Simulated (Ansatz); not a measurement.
Li8I8 (started as a model of: 2x2x4 LiI rock-salt block). Total charge 0; singlet. Geometry PBE-D4/def2-SVP; atoms count from 1.

| atom | x (Å) | y (Å) | z (Å) |
| --- | --- | --- | --- |
| Li1 | -0.214 | 0.254 | 4.194 |
| I2 | 1.521 | 0.550 | 2.119 |
| Li3 | 2.026 | 0.475 | -0.647 |
| I4 | 3.602 | 0.714 | -2.910 |
| I5 | -2.222 | 1.960 | 3.630 |
| Li6 | -0.989 | 1.538 | 1.188 |
| I7 | -0.054 | 2.296 | -1.355 |
| Li8 | 1.194 | 1.645 | -3.683 |
| I9 | -1.130 | -2.267 | 3.941 |
| Li10 | -0.167 | -1.642 | 1.423 |
| I11 | 1.106 | -2.199 | -1.022 |
| Li12 | 1.969 | -1.357 | -3.461 |
| Li13 | -2.949 | -0.544 | 2.951 |
| I14 | -2.574 | -0.645 | 0.258 |
| Li15 | -0.870 | -0.370 | -1.964 |
| I16 | -0.250 | -0.409 | -4.661 |

In the def2 sets I takes a core potential; there is no spin–orbit coupling.

(1) Estimate the Mulliken populations from the PBE0/def2-SVP orbitals of Ansatz.

(2) And the Mayer bond orders between heavy atoms (over 0.3)?

Results:

(1) 
```
atom  charge (e)
 Li1        0.49
  I2       -0.47
 Li3        0.44
  I4       -0.46
  I5       -0.46
 Li6        0.44
  I7       -0.47
 Li8        0.49
  I9       -0.46
Li10        0.44
 I11       -0.47
Li12        0.49
Li13        0.49
 I14       -0.47
Li15        0.44
 I16       -0.46
```
Mulliken values depend strongly on the basis.

(2) Li1–I5 0.33 (2.69 Å); Li1–I9 0.33 (2.69 Å); Li3–I4 0.30 (2.77 Å); I4–Li8 0.33 (2.69 Å); I4–Li12 0.33 (2.69 Å); I5–Li6 0.30 (2.77 Å); I5–Li13 0.33 (2.69 Å); Li8–I16 0.33 (2.69 Å); I9–Li10 0.30 (2.77 Å); I9–Li13 0.33 (2.69 Å); Li12–I16 0.33 (2.69 Å); Li15–I16 0.30 (2.77 Å).
